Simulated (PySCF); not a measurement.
Structure problem from calculated spectra and properties.

Elements present: B, C, H and N. Monoisotopic mass: 57.0750 u.

- Valence photoelectron: vertical ionisation energy: 10.04 eV [ΔSCF PBE0/def2-SVPD]
- Polarisability: 51.2 au [PBE0/def2-SVPD]
- Rotational structure: rotational constants A, B, C: 22.268, 4.214, 4.137 GHz [PBE0-D3(BJ)/def2-SVP]
- 13C NMR: chemical shifts (computed TMS as zero) by class: 49.8 (1 C), 21.9 (1 C) ppm [GIAO CAM-B3LYP/pcSseg-2]
- Triplet: lowest triplet excitation (Tamm–Dancoff): 5.48 eV [TDA PBE0/def2-SVPD]
- Couplings: largest of the computed one-bond spin–spin couplings (means over like bonds): 11B–1H +141.1 (×2), 13C–1H +140.1 (×2), 13C–1H +132.5 (×3), 15N–1H -81.6, 13C–13C +38.3, 15N–11B -29.6, 15N–13C -10.8 Hz [B3LYP/pcJ-1, spin–dipole term left out for some pairs]

The electronic properties come from PySCF, for the isolated species, density fitting. Levels stand in brackets. One conformer (not necessarily the lowest) at the PBE0-D3(BJ)/def2-SVP geometry, without solvent, vibrations or thermal averaging. Each NMR value is the plain mean over a class of atoms that symmetry, rotation or inversion makes alike.

Question: Which formula fits the mass and the elements?

Answer: C2H8BN (calculated 57.0750). No other formula that holds each of these elements comes within 0.0003 u with a fitting electron parity and a possible valence count.

Question: Give a SMILES that accounts for the data.

Answer: Numbering: `[BH2:1][NH:2][CH2:3][CH3:4]`. 2 carbons fall into 2 classes; from least to most shielded: sp3 carbon bound to nitrogen [C3] (49.8 ppm), methyl carbon [C4] (21.9 ppm). The couplings run between: +141.1 Hz, three-coordinate boron [B1] and its hydrogen (with 1 like pair); +140.1 Hz, sp3 carbon bound to nitrogen [C3] and its hydrogen (with 1 like pair); +132.5 Hz, methyl carbon [C4] and its hydrogen (with 2 like pairs); -81.6 Hz, boron-bound nitrogen [N2] and its hydrogen; +38.3 Hz, sp3 carbon bound to nitrogen [C3] and methyl carbon [C4]; -29.6 Hz, boron-bound nitrogen [N2] and three-coordinate boron [B1]; -10.8 Hz, boron-bound nitrogen [N2] and sp3 carbon bound to nitrogen [C3]. The first electron is taken from the HOMO, whose largest Löwdin shares are 0.52 on the boron-bound nitrogen, 0.15 on the three-coordinate boron, 0.12 on the sp3 carbon bound to nitrogen and 0.07 on the methyl carbon. The optimised geometry has point group C1 and is an asymmetric top. Structure: `BNCC` (C2H8BN). Computed isomers that give other values at the same levels: `CBNC` (C2H8BN) (rotational constant A: 32.991 GHz; this holds for the one conformer computed); `CCBN` (C2H8BN) (smallest rotational constant: 3.586 GHz; this holds for the one conformer computed); `CB(C)N` (rotational constant A: 8.201 GHz; this holds for the one conformer computed). The assignments are read from this structure; whether some other isomer fits the data as well wasn't checked.

Conformer computed: `[BH2:1][NH:2][CH2:3][CH3:4]`: B1–N2–C3–C4 118°.
